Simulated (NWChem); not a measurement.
System: GeH2BrF; SMILES [F][GeH2][Br]

```xyz
5

Ge    -0.3669     0.9129     0.0000
F      1.1504     1.7686     0.0000
Br     0.1022    -1.3616     0.0000
H     -1.0956     1.2624     1.3129
H     -1.0956     1.2624    -1.3129
```
Atoms are numbered in this order, from 1.

Coordinates come from a B3LYP/6-31G* (spherical d) optimisation.

Symmetry labels are those of Cs in the frame above (b1 and b2, or b-type labels, depend on it).

Task: List the 6 lowest vertical singlet excitations from B3LYP/aug-cc-pVDZ, TDA (NWChem).

Result: 
```tsv
state	energy (eV)	oscillator strength	symmetry	leading excitation (squared amplitude)
S1	5.86	0.020	a"	HOMO → LUMO (0.98)
S2	6.03	0.010	a'	HOMO−1 → LUMO (0.98)
S3	6.54	0.002	a"	HOMO → LUMO+1 (0.99)
S4	6.88	0.004	a'	HOMO−1 → LUMO+1 (0.89)
S5	7.09	0.006	a"	HOMO → LUMO+2 (0.98)
S6	7.30	0.034	a'	HOMO−1 → LUMO+2 (0.99)
```
